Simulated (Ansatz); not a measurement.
Input for Ansatz (development build ahead of 0.2.0):

```yaml
crystal:
  periodic: [false, false, false]
  atoms:
    - { symbol: H, position_ang: [0.0, 0.0, 0.0] }
    - { symbol: H, position_ang: [0.0, 0.0, 2.5] }
basis:
  gaussian: { orbitals: pcseg-2 }
magnetization:
  initial_magnetization: 2
hamiltonian:
  xc: pbe0
```

The input is written out in the form of the current development build from the run's settings.

Output:

```json
{"Converged": "yes", "Total energy": "-0.99996 hartree", "Spin squared of the determinant": "2.000", "Stability test": "minimum among restricted orbitals"}
```

Caution: stretched shape with no unrestricted run beside it, a lower state can exist.
